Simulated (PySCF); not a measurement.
This PySCF input asks for the NMR shieldings of SMILES CCOB(C#C)OC, C5H9BO2; the geometry comes from GFN2-xTB.

```python
import basis_set_exchange as bse
import numpy as np
from pyscf import gto, dft
from pyscf.prop import nmr

atoms = """
C    -1.452004    2.988425   -0.245403
C    -0.982977    1.887998   -0.128823
B    -0.434230    0.460175    0.034582
O    -1.234244   -0.637314    0.147150
C    -2.636410   -0.587068    0.156627
O     0.905808    0.320367    0.064048
C     1.551945   -0.926296    0.219239
C     2.882174   -0.721613    0.931525
H    -1.838605    3.961308   -0.349100
H    -2.999129   -0.653834    1.186728
H    -3.009544    0.338679   -0.288972
H    -3.009354   -1.444105   -0.408211
H     1.719833   -1.353868   -0.777448
H     0.911796   -1.613859    0.782992
H     2.715512   -0.313164    1.924861
H     3.497791   -0.023316    0.371103
H     3.404639   -1.670485    1.018655
"""
names = dict.fromkeys(["C", "B", "O", "H"], "pcSseg-1")
basis = {el: gto.basis.parse(bse.get_basis(n, elements=[el], fmt="nwchem")) for el, n in names.items()}
mol = gto.M(atom=atoms, basis=basis, charge=0, verbose=0)
mf = dft.RKS(mol, xc="PBE0")
mf.grids.level = 2
mf.grids.alignment = dft.numint.BLKSIZE   # the property module wants whole blocks of grid points
mf.conv_tol = 1e-9
mf.kernel()

calc = nmr.RKS(mf)   # GIAO
C = mf.mo_coeff
Co = C[:, mf.mo_occ > 0]
resp = mf.gen_response(singlet=True, hermi=2)
def vind(x):   # induced exchange potential for any number of trial vectors
    d = np.einsum("pi,xij,qj->xpq", C, 2 * x.reshape(-1, C.shape[1], Co.shape[1]), Co, optimize=True)
    return np.einsum("xpq,pi,qj->xij", resp(d - d.transpose(0, 2, 1)), C, Co, optimize=True).ravel()
mo1, _ = nmr.rhf.solve_mo1(calc, with_cphf=vind)
sigma = calc.kernel(mo1)
for i, s in enumerate(sigma):   # ppm
    w = np.linalg.eigvalsh((s + s.T) / 2)
    print("%2d %-2s iso %8.1f  s11 %8.1f  s22 %8.1f  s33 %8.1f" % (i, mol.atom_pure_symbol(i), w.mean(), *w))
```

Q: Give the expected output.

A: 
```
 0 C  iso     89.7  s11     10.6  s22     15.4  s33    243.1
 1 C  iso     99.5  s11      0.5  s22      7.8  s33    290.2
 2 B  iso     82.2  s11     68.6  s22     87.5  s33     90.5
 3 O  iso    223.6  s11     44.1  s22    277.9  s33    348.8
 4 C  iso    130.3  s11    103.7  s22    104.9  s33    182.3
 5 O  iso    192.2  s11     58.1  s22    224.0  s33    294.7
 6 C  iso    124.6  s11     94.3  s22    113.7  s33    165.7
 7 C  iso    167.6  s11    150.9  s22    166.3  s33    185.6
 8 H  iso     29.8  s11     24.8  s22     25.2  s33     39.4
 9 H  iso     27.8  s11     23.9  s22     25.5  s33     34.0
10 H  iso     27.2  s11     23.1  s22     27.6  s33     30.9
11 H  iso     27.8  s11     23.6  s22     25.8  s33     33.9
12 H  iso     27.9  s11     22.8  s22     27.9  s33     32.8
13 H  iso     27.2  s11     21.5  s22     29.7  s33     30.5
14 H  iso     30.4  s11     26.8  s22     28.9  s33     35.6
15 H  iso     30.1  s11     26.4  s22     28.4  s33     35.6
16 H  iso     30.8  s11     26.7  s22     27.9  s33     37.7
```

These numbers come from an equivalent density-fitted implementation of the same equations, which agrees with the script to about 0.01 ppm for H and up to a few tenths of a ppm for heavy atoms, so last digits may differ.

Size and cost of the density-fitted run: 181 basis functions, 31 s wall time on 1 thread of an Arm Neoverse V1, shared host; peak memory 0.81 GiB.
